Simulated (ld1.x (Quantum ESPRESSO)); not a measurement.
## What the settings do to the TM potential of Al

Base potential:

```
Element                 : Al (Z = 13)
Generator               : ld1.x (Quantum ESPRESSO) 7.5
Type                    : norm-conserving Troullier–Martins (Kleinman–Bylander form)
Functional              : LDA (PZ)
Relativity              : scalar-relativistic
Frozen core             : [Ne]
Valence charge          : 3
Reference configuration : 3s1.75 3p1.25
Partial waves           : 3s (bound): rc 1.55 bohr; 3p (bound): rc 2.75 bohr; 3d channel at 0.05 Ry: rc 2.45 bohr
Local potential         : all-electron potential smoothed inside 2.05 bohr (lloc = -1)
Core correction         : Bessel-smoothed model core inside 0.95 bohr
```

All-electron outer shells of the reference configuration (LDA (PZ), scalar-relativistic, ld1.x):

| shell | level (eV) | outermost node (bohr) | outermost maximum (bohr) |
| --- | --- | --- | --- |
| 2s | -107.96 | 0.17 | 0.50 |
| 2p | -70.17 | – | 0.43 |
| 3s | -8.06 | 0.80 | 2.06 |
| 3p | -2.96 | 0.82 | 2.61 |

Cutoffs, loose and tight: the cutoffs (Ry, on a coarse ladder) from which the occupation-weighted sum of valence levels, in a spherical-Bessel basis at the reference potential, stays within 10 and 1 mRy of its value at 400 Ry. They do not see the model core or the augmentation charge, which bear on the density cutoff. Test errors are all-electron minus pseudo excitation energies from the reference, over the configurations 3s2 3p1; 3s2 3p0; 3s1 3p0; 3s2 3p1.3; 3s2 3p0.5; 3s1 3p1; 3s1 3p2 (two spin-polarised tests are not counted in the largest error). A dash means not determined; rows that change the core or the reference have their own tests.

A true bound ghost makes a file unfit for plane-wave use even where its test errors are small: the radial tests pick states by their node count and pass the ghost by.

| change | outcome | cutoff, loose | cutoff, tight | bound ghosts | largest test error (meV) |
| --- | --- | --- | --- | --- | --- |
| base | generated | 21 Ry | 55 Ry | none | +17 |
| all radii but the core radius scaled by about 0.74 (s 1.14, p 2.04, d 1.82 bohr); local potential all-electron potential smoothed inside 1.52 bohr (lloc = -1) | generated | 140 Ry | 230 Ry | s | +33 |
| all radii but the core radius scaled by about 0.85 (s 1.32, p 2.32, d 2.08 bohr); local potential all-electron potential smoothed inside 1.74 bohr (lloc = -1) | generated | 40 Ry | 80 Ry | none | +26 |
| all radii but the core radius scaled by about 0.90 (s 1.40, p 2.46, d 2.20 bohr); local potential all-electron potential smoothed inside 1.84 bohr (lloc = -1) | generated | 35 Ry | 70 Ry | none | +23 |
| all radii but the core radius scaled by about 1.08 (s 1.68, p 2.98, d 2.64 bohr); local potential all-electron potential smoothed inside 2.22 bohr (lloc = -1) | generated | 10 Ry | 30 Ry | none | +13 |
| all radii but the core radius scaled by about 1.15 (s 1.78, p 3.16, d 2.82 bohr); local potential all-electron potential smoothed inside 2.36 bohr (lloc = -1) | generated | 10 Ry | 30 Ry | none | +9.2 |
| all radii but the core radius scaled by about 1.25 (s 1.94, p 3.42, d 3.06 bohr); local potential all-electron potential smoothed inside 2.56 bohr (lloc = -1) | generated | 10 Ry | 30 Ry | none | +6.0 |
| all radii but the core radius scaled by about 1.32 (s 2.04, p 3.62, d 3.24 bohr); local potential all-electron potential smoothed inside 2.70 bohr (lloc = -1) | generated | 10 Ry | 30 Ry | none | +4.3 |
| all radii but the core radius scaled by about 1.36 (s 2.12, p 3.74, d 3.34 bohr); local potential all-electron potential smoothed inside 2.80 bohr (lloc = -1) | generated | 10 Ry | 25 Ry | none | +2.7 |

Reading the sweep of the scale of all radii but the core radius (base = 1) (base included, trends over the rows without a ghost): The loose cutoff falls from 40 Ry at 0.85 to 10 Ry at 1.36. A larger radius leaves more room for a smooth pseudo-wave, so fewer plane waves are needed; a smaller one forces it to follow the all-electron wave where it bends sharply. The median size of the test errors (rows with all tests solved) is not monotonic: lowest 0.2 meV at 1.25, highest 1.3 meV at 0.9. Bound ghosts are found at 0.74.
